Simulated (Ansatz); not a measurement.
C2H7BSeSi, SMILES `B/C=C/[Se][SiH3]`, relaxed with RKS PBE0-D4/def2-TZVP in the Gaussian-basis code of Ansatz from a PBE-D4/def2-SVP geometry. The force threshold is 0.005 eV/Å; the program also tests the step.

Total charge 0; spin multiplicity 1.

Start:

```xyz
12

B    -2.744   -0.490    0.432
C    -1.458    0.037    1.078
C    -0.294    0.031    0.362
Se    1.373    0.623    1.043
Si    2.627    0.329   -0.879
H    -3.799   -0.509    1.040
H    -2.708   -0.899   -0.717
H    -1.432    0.423    2.114
H    -0.288   -0.348   -0.676
H     2.416   -1.059   -1.414
H     2.257    1.334   -1.933
H     4.051    0.527   -0.450
```

(1) By how much does the energy fall, and how many steps does the optimiser take? (Estimate.)

(2) Which bonds change most? (Estimate.)

(3) Give the relaxed structure. (Estimate.)

## Answers

(1) The calculation gave: 0.05 eV, in 18 steps.

(2) Computed: Se4–Si5 from 2.313 to 2.285 Å; B1–H7 from 1.221 to 1.199 Å; C2–C3 from 1.367 to 1.345 Å; B1–H6 from 1.218 to 1.197 Å.

(3) The calculation gave: 
```xyz
12

B    -2.721   -0.446    0.411
C    -1.431    0.009    1.081
C    -0.296    0.039    0.360
Se    1.375    0.576    1.046
Si    2.602    0.296   -0.861
H    -3.757   -0.491    1.006
H    -2.690   -0.767   -0.745
H    -1.390    0.313    2.125
H    -0.310   -0.260   -0.685
H     2.545   -1.118   -1.308
H     2.088    1.175   -1.940
H     3.986    0.674   -0.491
```
